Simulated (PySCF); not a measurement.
An unknown is described by computed data only.

Formula: C6H10NOP.

| Quantity | Value |
| --- | --- |
| XPS | P2p3/2 138.2, C1s 290.6, C1s 291.3, C1s 291.3, C1s 291.5, C1s 292.4, C1s 292.4, N1s 405.1, O1s 536.2, P1s 2152.1 eV [ΔSCF SCAN, pcX-2 on the ionised atom, pcseg-1 elsewhere, spin-free X2C, 2p3/2 from a spin–orbit splitting computed afterwards within the 2p shell] |
| UV, strongest line | among the 10 lowest singlet transitions: S3 at 6.95 eV (178 nm, f = 0.396) [TDDFT CAM-B3LYP/def2-SVPD] |
| 13C NMR | chemical shifts (computed TMS as zero) by class: 153.0 (1 C), 132.4 (1 C), 123.7 (1 C), 30.2 (1 C), 19.1 (1 C), 10.9 (1 C) ppm [GIAO PBE0/pcSseg-1] |
| Rotational structure | rotational constants A, B, C: 2.017, 0.829, 0.685 GHz [PBE0-D3(BJ)/def2-SVP] |
| NMR, other nuclei | isotropic shieldings of nuclei other than C and H, by class: -41 (1 N), 264 (1 O), 336 (1 P) ppm [GIAO PBE0/pcSseg-1] |
| Dipole | 6.12 D [CAM-B3LYP/def2-SVPD] |

Gas-phase values; electronic properties from PySCF, density fitting. Levels stand in brackets. One conformer (not necessarily the lowest) at the PBE0-D3(BJ)/def2-SVP geometry, without solvent, vibrations or thermal averaging. NMR values are class means; diastereotopic atoms form classes of their own.

Q: Give a SMILES that accounts for the data.

A: Numbering: `[CH3:1]/[CH:2]=[CH:3]\[P@H:4](=[O:5])[CH2:6][CH2:7][C:8]#[N:9]`. 6 carbons fall into 6 classes; from least to most shielded: alkene CH carbon [C2] (153.0 ppm), alkene CH carbon [C3] (132.4 ppm), nitrile carbon [C8] (123.7 ppm), sp3 carbon bound to phosphorus [C6] (30.2 ppm), allylic carbon [C1] (19.1 ppm), sp3 carbon next to a nitrile [C7] (10.9 ppm). The other shieldings belong to: -41 ppm, nitrile nitrogen [N9]; 264 ppm, phosphoryl oxygen [O5]; 336 ppm, phosphoryl phosphorus [P4]. The core levels belong to: P2p3/2 138.2 eV, phosphoryl phosphorus [P4]; C1s 290.6 eV, alkene CH carbon [C3]; C1s 291.3 eV, alkene CH carbon [C2]; C1s 291.3 eV, sp3 carbon bound to phosphorus [C6]; C1s 291.5 eV, allylic carbon [C1]; C1s 292.4 eV, nitrile carbon [C8]; C1s 292.4 eV, sp3 carbon next to a nitrile [C7]; N1s 405.1 eV, nitrile nitrogen [N9]; O1s 536.2 eV, phosphoryl oxygen [O5]; P1s 2152.1 eV, phosphoryl phosphorus [P4]. The hole state at 291.3 eV has ⟨S²⟩ = 0.82 against 0.75, so that value is less sure. The optimised geometry has point group C1 and is an asymmetric top. Structure: `C/C=C\[P@H](=O)CCC#N`. Computed isomers that give other values at the same levels: `Cc1coc(N(C)C)p1` (13C chemical shifts (computed TMS as zero) by class: 201.7 (1 C), 142.3 (1 C), 137.4 (1 C), 38.2 (2 C), 14.9 (1 C) ppm); `C#C[P@](C)(=N)CC(C)=O` (rotational constant A: 2.445 GHz; this holds for the one conformer computed). The assignments are read from this structure; whether some other isomer fits the data as well wasn't checked. The mirror image fits equally.

Shape of the structure used: `[CH3:1]/[CH:2]=[CH:3]\[P@H:4](=[O:5])[CH2:6][CH2:7][C:8]#[N:9]`: C2–C3–P4–O5 -161°, C3–P4–C6–C7 173°, P4–C6–C7–C8 72°.
